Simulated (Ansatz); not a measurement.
Ansatz (a quantum-chemistry and plane-wave program) input (HF/6-31G*):

Ansatz 0.2 input:
```yaml
crystal:
  periodic: [false, false, false]
  atoms:
    - {symbol: N, position_ang: [1.14053713, 1.15526609, 0.72976753]}
    - {symbol: Si, position_ang: [0.07794042, 0.10650859, 0.06213578]}
    - {symbol: N, position_ang: [-0.74159073, -1.09789239, 1.09394969]}
    - {symbol: N, position_ang: [0.92160654, -0.80814320, -1.20275895]}
    - {symbol: O, position_ang: [-1.31894938, 0.67714837, -0.73194965]}
    - {symbol: H, position_ang: [0.74708211, 1.84572444, 1.34786879]}
    - {symbol: H, position_ang: [-1.73733169, -0.99075675, 1.10115232]}
    - {symbol: H, position_ang: [-0.41161849, -1.07538366, 2.03880320]}
    - {symbol: H, position_ang: [0.77131227, -1.79533719, -1.12293323]}
    - {symbol: H, position_ang: [1.90605938, -0.63358110, -1.14133689]}
    - {symbol: H, position_ang: [-1.05894520, 0.99641351, -1.58456571]}
basis:
  gaussian:
    orbitals: 6-31G*
hamiltonian:
  xc: {name: HF}
total_charge: -1
phonons: {temperatures: {t_min: 298.15, t_max: 298.15, t_step: 100}}
```

Output:

```
Functional definition: HF
integrals: 0.04 GiB planned
999 factors; integrals over basis functions are off by at most 3.6e-4 eV
mean field: 0.26 GiB planned
mean field evaluation 1: about -14436.6470 eV, gradient 4.4e1 eV
mean field evaluation 2: about -14436.7237 eV, gradient 4.4e1 eV
mean field evaluation 4: about -14440.9133 eV, gradient 3.9e0 eV
mean field evaluation 8: about -14440.9652 eV, gradient 8.8e-2 eV
mean field -14440.96525638 eV, -530.6956847341 hartree, gradient 1.9e-5 eV, S^2 0.000000; 0 other end points of the search recorded, 0 dependent functions left out
the calculation of the forces begins
reference -14440.96525638 eV, -530.6956847341 hartree; 25, 25 occupied and 66, 66 virtual orbitals, 999 factors
these checks for a lower state are left out or cut short: stability, starts, cluster_reference, orbital_swaps, neighbouring_geometries, increment
integrals: 0.04 GiB planned
999 factors; integrals over basis functions are off by at most 3.6e-4 eV
mean field: 0.26 GiB planned
mean field evaluation 16: about -14440.9652 eV, gradient 3.0e-4 eV
mean field -14440.96517582 eV, -530.6956817735 hartree, gradient 3.4e-6 eV, S^2 0.000000; 0 other end points of the search recorded, 0 dependent functions left out
the calculation of the forces begins
reference -14440.96517582 eV, -530.6956817735 hartree; 25, 25 occupied and 66, 66 virtual orbitals, 999 factors
these checks for a lower state are left out or cut short: stability, starts, cluster_reference, orbital_swaps, neighbouring_geometries, increment
integrals: 0.04 GiB planned
999 factors; integrals over basis functions are off by at most 3.6e-4 eV
mean field: 0.26 GiB planned
mean field -14440.96518566 eV, -530.6956821353 hartree, gradient 3.9e-6 eV, S^2 0.000000; 0 other end points of the search recorded, 0 dependent functions left out
the calculation of the forces begins
reference -14440.96518566 eV, -530.6956821353 hartree; 25, 25 occupied and 66, 66 virtual orbitals, 999 factors
these checks for a lower state are left out or cut short: stability, starts, cluster_reference, orbital_swaps, neighbouring_geometries, increment
integrals: 0.04 GiB planned
999 factors; integrals over basis functions are off by at most 3.6e-4 eV
mean field: 0.26 GiB planned
mean field -14440.96511884 eV, -530.6956796797 hartree, gradient 3.2e-6 eV, S^2 0.000000; 0 other end points of the search recorded, 0 dependent functions left out
the calculation of the forces begins
reference -14440.96511884 eV, -530.6956796797 hartree; 25, 25 occupied and 66, 66 virtual orbitals, 999 factors
these checks for a lower state are left out or cut short: stability, starts, cluster_reference, orbital_swaps, neighbouring_geometries, increment
integrals: 0.04 GiB planned
999 factors; integrals over basis functions are off by at most 3.6e-4 eV
mean field: 0.26 GiB planned
mean field evaluation 32: about -14440.9651 eV, gradient 1.3e-1 eV
mean field -14440.96512791 eV, -530.6956800128 hartree, gradient 3.4e-6 eV, S^2 0.000000; 0 other end points of the search recorded, 0 dependent functions left out
the calculation of the forces begins
reference -14440.96512791 eV, -530.6956800128 hartree; 25, 25 occupied and 66, 66 virtual orbitals, 999 factors
these checks for a lower state are left out or cut short: stability, starts, cluster_reference, orbital_swaps, neighbouring_geometries, increment
integrals: 0.04 GiB planned
999 factors; integrals over basis functions are off by at most 3.6e-4 eV
mean field: 0.26 GiB planned
mean field -14440.96516610 eV, -530.6956814165 hartree, gradient 3.0e-6 eV, S^2 0.000000; 0 other end points of the search recorded, 0 dependent functions left out
the calculation of the forces begins
reference -14440.96516610 eV, -530.6956814165 hartree; 25, 25 occupied and 66, 66 virtual orbitals, 999 factors
these checks for a lower state are left out or cut short: stability, starts, cluster_reference, orbital_swaps, neighbouring_geometries, increment
integrals: 0.04 GiB planned
999 factors; integrals over basis functions are off by at most 3.6e-4 eV
mean field: 0.26 GiB planned
mean field -14440.96516901 eV, -530.6956815234 hartree, gradient 3.0e-6 eV, S^2 0.000000; 0 other end points of the search recorded, 0 dependent functions left out
the calculation of the forces begins
reference -14440.96516901 eV, -530.6956815234 hartree; 25, 25 occupied and 66, 66 virtual orbitals, 999 factors
these checks for a lower state are left out or cut short: stability, starts, cluster_reference, orbital_swaps, neighbouring_geometries, increment
integrals: 0.04 GiB planned
999 factors; integrals over basis functions are off by at most 3.6e-4 eV
mean field: 0.26 GiB planned
mean field -14440.96509847 eV, -530.6956789310 hartree, gradient 3.8e-6 eV, S^2 0.000000; 0 other end points of the search recorded, 0 dependent functions left out
[...]
these checks for a lower state are left out or cut short: stability, starts, cluster_reference, orbital_swaps, neighbouring_geometries, increment
integrals: 0.04 GiB planned
999 factors; integrals over basis functions are off by at most 3.6e-4 eV
mean field: 0.26 GiB planned
mean field -14440.96510542 eV, -530.6956791864 hartree, gradient 1.9e-6 eV, S^2 0.000000; 0 other end points of the search recorded, 0 dependent functions left out
the calculation of the forces begins
reference -14440.96510542 eV, -530.6956791864 hartree; 25, 25 occupied and 66, 66 virtual orbitals, 999 factors
these checks for a lower state are left out or cut short: stability, starts, cluster_reference, orbital_swaps, neighbouring_geometries, increment
integrals: 0.04 GiB planned
999 factors; integrals over basis functions are off by at most 3.6e-4 eV
mean field: 0.26 GiB planned
mean field -14440.96510655 eV, -530.6956792279 hartree, gradient 2.0e-6 eV, S^2 0.000000; 0 other end points of the search recorded, 0 dependent functions left out
the calculation of the forces begins
reference -14440.96510655 eV, -530.6956792279 hartree; 25, 25 occupied and 66, 66 virtual orbitals, 999 factors
these checks for a lower state are left out or cut short: stability, starts, cluster_reference, orbital_swaps, neighbouring_geometries, increment
integrals: 0.04 GiB planned
999 factors; integrals over basis functions are off by at most 3.6e-4 eV
mean field: 0.26 GiB planned
mean field evaluation 352: about -14440.9652 eV, gradient 9.6e-5 eV
mean field -14440.96523312 eV, -530.6956838794 hartree, gradient 2.0e-6 eV, S^2 0.000000; 0 other end points of the search recorded, 0 dependent functions left out
the calculation of the forces begins
reference -14440.96523312 eV, -530.6956838794 hartree; 25, 25 occupied and 66, 66 virtual orbitals, 999 factors
these checks for a lower state are left out or cut short: stability, starts, cluster_reference, orbital_swaps, neighbouring_geometries, increment
integrals: 0.04 GiB planned
999 factors; integrals over basis functions are off by at most 3.6e-4 eV
mean field: 0.26 GiB planned
mean field -14440.96523367 eV, -530.6956838996 hartree, gradient 2.0e-6 eV, S^2 0.000000; 0 other end points of the search recorded, 0 dependent functions left out
the calculation of the forces begins
reference -14440.96523367 eV, -530.6956838996 hartree; 25, 25 occupied and 66, 66 virtual orbitals, 999 factors
these checks for a lower state are left out or cut short: stability, starts, cluster_reference, orbital_swaps, neighbouring_geometries, increment
integrals: 0.04 GiB planned
999 factors; integrals over basis functions are off by at most 3.6e-4 eV
mean field: 0.26 GiB planned
mean field -14440.96524987 eV, -530.6956844949 hartree, gradient 2.5e-6 eV, S^2 0.000000; 0 other end points of the search recorded, 0 dependent functions left out
the calculation of the forces begins
reference -14440.96524987 eV, -530.6956844949 hartree; 25, 25 occupied and 66, 66 virtual orbitals, 999 factors
these checks for a lower state are left out or cut short: stability, starts, cluster_reference, orbital_swaps, neighbouring_geometries, increment
integrals: 0.04 GiB planned
999 factors; integrals over basis functions are off by at most 3.6e-4 eV
mean field: 0.26 GiB planned
mean field -14440.96525058 eV, -530.6956845210 hartree, gradient 2.0e-6 eV, S^2 0.000000; 0 other end points of the search recorded, 0 dependent functions left out
the calculation of the forces begins
reference -14440.96525058 eV, -530.6956845210 hartree; 25, 25 occupied and 66, 66 virtual orbitals, 999 factors
these checks for a lower state are left out or cut short: stability, starts, cluster_reference, orbital_swaps, neighbouring_geometries, increment
integrals: 0.04 GiB planned
999 factors; integrals over basis functions are off by at most 3.6e-4 eV
mean field: 0.26 GiB planned
mean field -14440.96523473 eV, -530.6956839385 hartree, gradient 2.1e-6 eV, S^2 0.000000; 0 other end points of the search recorded, 0 dependent functions left out
the calculation of the forces begins
reference -14440.96523473 eV, -530.6956839385 hartree; 25, 25 occupied and 66, 66 virtual orbitals, 999 factors
these checks for a lower state are left out or cut short: stability, starts, cluster_reference, orbital_swaps, neighbouring_geometries, increment
integrals: 0.04 GiB planned
999 factors; integrals over basis functions are off by at most 3.6e-4 eV
mean field: 0.26 GiB planned
mean field evaluation 384: about -14440.9652 eV, gradient 2.6e-6 eV
mean field -14440.96523510 eV, -530.6956839522 hartree, gradient 2.6e-6 eV, S^2 0.000000; 0 other end points of the search recorded, 0 dependent functions left out
the calculation of the forces begins
reference -14440.96523510 eV, -530.6956839522 hartree; 25, 25 occupied and 66, 66 virtual orbitals, 999 factors
these checks for a lower state are left out or cut short: stability, starts, cluster_reference, orbital_swaps, neighbouring_geometries, increment
integrals: 0.04 GiB planned
999 factors; integrals over basis functions are off by at most 3.6e-4 eV
mean field: 0.26 GiB planned
mean field -14440.96523306 eV, -530.6956838770 hartree, gradient 2.8e-6 eV, S^2 0.000000; 0 other end points of the search recorded, 0 dependent functions left out
the calculation of the forces begins
reference -14440.96523306 eV, -530.6956838770 hartree; 25, 25 occupied and 66, 66 virtual orbitals, 999 factors
these checks for a lower state are left out or cut short: stability, starts, cluster_reference, orbital_swaps, neighbouring_geometries, increment
integrals: 0.04 GiB planned
999 factors; integrals over basis functions are off by at most 3.6e-4 eV
mean field: 0.26 GiB planned
mean field -14440.96523374 eV, -530.6956839022 hartree, gradient 3.0e-6 eV, S^2 0.000000; 0 other end points of the search recorded, 0 dependent functions left out
the calculation of the forces begins
reference -14440.96523374 eV, -530.6956839022 hartree; 25, 25 occupied and 66, 66 virtual orbitals, 999 factors
these checks for a lower state are left out or cut short: stability, starts, cluster_reference, orbital_swaps, neighbouring_geometries, increment
integrals: 0.04 GiB planned
999 factors; integrals over basis functions are off by at most 3.6e-4 eV
mean field: 0.26 GiB planned
mean field -14440.96510370 eV, -530.6956791231 hartree, gradient 1.6e-6 eV, S^2 0.000000; 0 other end points of the search recorded, 0 dependent functions left out
the calculation of the forces begins
reference -14440.96510370 eV, -530.6956791231 hartree; 25, 25 occupied and 66, 66 virtual orbitals, 999 factors
these checks for a lower state are left out or cut short: stability, starts, cluster_reference, orbital_swaps, neighbouring_geometries, increment
integrals: 0.04 GiB planned
999 factors; integrals over basis functions are off by at most 3.6e-4 eV
mean field: 0.26 GiB planned
mean field -14440.96510369 eV, -530.6956791229 hartree, gradient 1.4e-6 eV, S^2 0.000000; 0 other end points of the search recorded, 0 dependent functions left out
the calculation of the forces begins
reference -14440.96510369 eV, -530.6956791229 hartree; 25, 25 occupied and 66, 66 virtual orbitals, 999 factors
Total energy: -14440.96525638 eV, -530.6956847341 hartree
Atom 0 at     1.140537     1.155266     0.729768 Å, force    -0.001962    -0.001796    -0.000564 eV/Å
Atom 1 at     0.077940     0.106509     0.062136 Å, force     0.000507     0.000209     0.000012 eV/Å
Atom 2 at    -0.741591    -1.097892     1.093950 Å, force     0.000082     0.001517     0.000163 eV/Å
Atom 3 at     0.921607    -0.808143    -1.202759 Å, force     0.001140    -0.001041    -0.000076 eV/Å
Atom 4 at    -1.318949     0.677148    -0.731950 Å, force     0.000135     0.000033     0.000253 eV/Å
Atom 5 at     0.747082     1.845724     1.347869 Å, force     0.000263     0.000374     0.000184 eV/Å
Atom 6 at    -1.737332    -0.990757     1.101152 Å, force     0.000703    -0.000064     0.000088 eV/Å
Atom 7 at    -0.411618    -1.075384     2.038803 Å, force    -0.000309    -0.000308    -0.000233 eV/Å
Atom 8 at     0.771312    -1.795337    -1.122933 Å, force     0.000015     0.001267     0.000023 eV/Å
Atom 9 at     1.906059    -0.633581    -1.141337 Å, force    -0.000536    -0.000094    -0.000133 eV/Å
Atom 10 at    -1.058945     0.996414    -1.584566 Å, force    -0.000037    -0.000096     0.000282 eV/Å
Dipole moment:    -0.481272    -0.408495    -0.061619 e Å
Vibrations: 157.48 187.01 238.72 280.36 319.35 361.44 369.45 403.61 456.75 642.45 711.47 716.96 775.36 801.73 868.15 962.86 975.66 1043.12 1116.25 1752.49 1755.66 3678.48 3733.28 3736.35 3823.21 3826.46 4124.09 cm⁻¹, zero-point energy 2.344431 eV
```

The blocks after the first are displaced geometries, from whose forces the wavenumbers follow.

The dipole moment of an ion depends on the origin.
